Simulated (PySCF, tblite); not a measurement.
Parent: `[CH:1]#[C:2][CH2:3]/[P:4]=[P:5]/[CH2:6][CH2:7][CH2:8][OH:9]` with C2–C3–P4–P5 119°, P4–P5–C6–C7 -78°, P5–C6–C7–C8 -172°, C6–C7–C8–O9 63°, C7–C8–O9–H 58°, C6H10OP2.

Computed geometry: GFN2-xTB, gas phase. One conformer each, not checked by frequencies here.

```tsv
coordinate of the parent	value
C1≡C2	1.197 Å
C2–C3	1.442 Å
C3–P4	1.884 Å
P4=P5	2.031 Å
P5–C6	1.868 Å
C6–C7	1.527 Å
C7–C8	1.530 Å
C8–O9	1.406 Å
C1–C2–C3	177.4°
C2–C3–P4	109.3°
C3–P4–P5	98.7°
P4–P5–C6	99.2°
P5–C6–C7	111.5°
C6–C7–C8	111.3°
C7–C8–O9	113.0°
```

Task: How does the shared frame change in `[CH:1]#[C:2][CH2:3]/[P:4]=[P:5]/[CH2:6][C:7]([F:8])([F:9])[F:10]` with C2–C3–P4–P5 -81°, P4–P5–C6–C7 -93°, C5H5F3P2? Atoms pair as C1 = C1, C2 = C2, C3 = C3, P4 = P4, P5 = P5, C6 = C6, C7 = C7 (parent first).

Result: 
```json
{"parent": "C1≡C2", "relative": "C1≡C2", "value in the relative": "1.197 Å", "change": "0.000"}
{"parent": "C2–C3", "relative": "C2–C3", "value in the relative": "1.443 Å", "change": "+0.001"}
{"parent": "C3–P4", "relative": "C3–P4", "value in the relative": "1.883 Å", "change": "-0.001"}
{"parent": "P4=P5", "relative": "P4=P5", "value in the relative": "2.029 Å", "change": "-0.002"}
{"parent": "P5–C6", "relative": "P5–C6", "value in the relative": "1.885 Å", "change": "+0.017"}
{"parent": "C6–C7", "relative": "C6–C7", "value in the relative": "1.505 Å", "change": "-0.022"}
{"parent": "C1–C2–C3", "relative": "C1–C2–C3", "value in the relative": "177.7°", "change": "+0.3"}
{"parent": "C2–C3–P4", "relative": "C2–C3–P4", "value in the relative": "109.5°", "change": "+0.2"}
{"parent": "C3–P4–P5", "relative": "C3–P4–P5", "value in the relative": "98.4°", "change": "-0.3"}
{"parent": "P4–P5–C6", "relative": "P4–P5–C6", "value in the relative": "97.9°", "change": "-1.3"}
{"parent": "P5–C6–C7", "relative": "P5–C6–C7", "value in the relative": "108.1°", "change": "-3.4"}
```

Of the parent's bonds, C6–C7 changes most (-0.022 Å). Bonds of the relative outside the shared frame: C7–F8 1.343, C7–F9 1.342, C7–F10 1.343 Å. Point group C1 → C1.

Task: How does the shared frame change in `[OH:1][CH2:2][CH2:3][CH2:4]/[P:5]=[P:6]/[C:7]([F:8])([F:9])[F:10]` with H–O1–C2–C3 167°, O1–C2–C3–C4 -57°, C2–C3–C4–P5 54°, C3–C4–P5–P6 79°, C4H7F3OP2? Atoms pair as C3 = C7, P4 = P6, P5 = P5, C6 = C4, C7 = C3, C8 = C2, O9 = O1 (parent first).

Result: 
| parent | relative | value in the relative | change |
| --- | --- | --- | --- |
| C3–P4 | C7–P6 | 1.881 Å | -0.003 |
| P4=P5 | P6=P5 | 2.032 Å | +0.001 |
| P5–C6 | P5–C4 | 1.873 Å | +0.005 |
| C6–C7 | C4–C3 | 1.526 Å | -0.001 |
| C7–C8 | C3–C2 | 1.522 Å | -0.008 |
| C8–O9 | C2–O1 | 1.414 Å | +0.008 |
| C3–P4–P5 | C7–P6–P5 | 94.5° | -4.2 |
| P4–P5–C6 | P6–P5–C4 | 99.0° | -0.2 |
| P5–C6–C7 | P5–C4–C3 | 111.3° | -0.2 |
| C6–C7–C8 | C4–C3–C2 | 109.7° | -1.6 |
| C7–C8–O9 | C3–C2–O1 | 106.5° | -6.5 |

Of the parent's bonds, C7–C8 and C8–O9 change most and about equally (-0.008 to +0.008 Å). Bonds of the relative outside the shared frame: C7–F8 1.344, C7–F9 1.346, C7–F10 1.346 Å. Point group C1 → C1.

Task: How does the shared frame change in `[CH:1]#[C:2][CH2:3]/[P:4]=[P:5]/[CH2:6][C:7]#[CH:8]` with C2–C3–P4–P5 -13°, P4–P5–C6–C7 -11°, C6H6P2? Atoms pair as C1 = C1, C2 = C2, C3 = C3, P4 = P4, P5 = P5, C6 = C6, C7 = C7, C8 = C8 (parent first).

Result: 
| parent | relative | value in the relative | change |
| --- | --- | --- | --- |
| C1≡C2 | C1≡C2 | 1.198 Å | +0.001 |
| C2–C3 | C2–C3 | 1.437 Å | -0.005 |
| C3–P4 | C3–P4 | 1.886 Å | +0.002 |
| P4=P5 | P4=P5 | 2.028 Å | -0.003 |
| P5–C6 | P5–C6 | 1.886 Å | +0.018 |
| C6–C7 | C6–C7 | 1.437 Å | -0.090 |
| C7–C8 | C7≡C8 | 1.198 Å | -0.332 |
| C1–C2–C3 | C1–C2–C3 | 178.7° | +1.3 |
| C2–C3–P4 | C2–C3–P4 | 115.4° | +6.1 |
| C3–P4–P5 | C3–P4–P5 | 100.2° | +1.5 |
| P4–P5–C6 | P4–P5–C6 | 100.4° | +1.2 |
| P5–C6–C7 | P5–C6–C7 | 115.6° | +4.1 |
| C6–C7–C8 | C6–C7–C8 | 179.1° | +67.8 |

Of the parent's bonds, C7–C8 changes most (-0.332 Å). Point group C1 → C2.

Task: How does the shared frame change in `[CH:1]#[C:2][CH2:3]/[P:4]=[P:5]/[C@H:6]([CH3:7])[CH2:8][CH3:9]` with C2–C3–P4–P5 -129°, P4–P5–C6–C7 62°, P5–C6–C8–C9 -60°, C7H12P2? Atoms pair as C1 = C1, C2 = C2, C3 = C3, P4 = P4, P5 = P5, C6 = C6, C7 = C8, C8 = C9 (parent first).

Result: 
```csv
parent,relative,value in the relative,change
C1≡C2,C1≡C2,1.197 Å,0.000
C2–C3,C2–C3,1.442 Å,0.000
C3–P4,C3–P4,1.885 Å,+0.001
P4=P5,P4=P5,2.031 Å,0.000
P5–C6,P5–C6,1.880 Å,+0.012
C6–C7,C6–C8,1.529 Å,+0.002
C7–C8,C8–C9,1.522 Å,-0.008
C1–C2–C3,C1–C2–C3,177.9°,+0.5
C2–C3–P4,C2–C3–P4,110.0°,+0.7
C3–P4–P5,C3–P4–P5,98.1°,-0.6
P4–P5–C6,P4–P5–C6,100.5°,+1.3
P5–C6–C7,P5–C6–C8,112.3°,+0.8
C6–C7–C8,C6–C8–C9,112.3°,+1.0
```

Of the parent's bonds, P5–C6 changes most (+0.012 Å). Bonds of the relative outside the shared frame: C6–C7 1.526 Å. Point group C1 → C1.
